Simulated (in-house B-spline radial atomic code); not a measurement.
Configurations of Cu²⁺, with energies counted from [Ar] 3d9. Computed with a B-spline radial code for spherical atoms: Dirac-Hartree-Fock, average of configuration, Fermi nucleus of rms radius 3.8823 fm. Energies include first-order Breit, QED and recoil terms.

Occupations are held fixed; configurations that lie above the ionisation limit could autoionise.

```tsv
configuration	E - E(ref) (eV)	highest orbital	its <r> (bohr)
[Ar] 3d8 4f1	28.163	4f5/2	5.953
[Ar] 3d8 6s1	28.687	6s1/2	8.603
[Ar] 3d8 5g1	30.944	5g9/2	9.165
[Ar] 3d8 7s1	31.21	7s1/2	13.25
[Ar] 3d8 7p1	31.762	7p3/2	14.75
[Ar] 3d8 6f1	32.427	6f5/2	15.9
[Ar] 3d8 6g1	32.441	6g9/2	14.66
[Ar] 3d8 7f1	33.334	7f5/2	22.38
[Ar] 3d8 7g1	33.343	7g9/2	21.16
[Ne] 3s2 3p5 3d9 6s1	105.48	6s1/2	8.591
```

Q: Order these further configurations by energy, lowest first.
A. [Ar] 3d8 6p1
B. [Ne] 3s2 3p5 3d9 7g1
C. [Ar] 3d8 5f1
D. [Ar] 3d8 4p1
E. [Ne] 3s2 3p5 3d10

A: D (14.959 eV), A (29.719 eV), C (30.924 eV), E (76.579 eV), B (110.15 eV).

Q: How far above the reference does [Ar] 3d8 5s1 lie?

A: 23.315 eV; its least bound orbital is 5s1/2 with <r> = 4.949 bohr.

Q: How far above the reference does [Ne] 3s2 3p5 3d9 4s1 lie?

A: 84.507 eV; its least bound orbital is 4s1/2 with <r> = 2.258 bohr.

Q: How far above the reference does [Ne] 3s2 3p5 3d9 7f1 lie?

A: 110.14 eV; its least bound orbital is 7f5/2 with <r> = 22.37 bohr.

Q: One of these lies 105 eV from the reference. Which?
A. [Ne] 3s2 3p5 3d9 4f1
B. [Ne] 3s2 3p5 3d9 5f1
C. [Ne] 3s2 3p5 3d9 5g1

A: A.
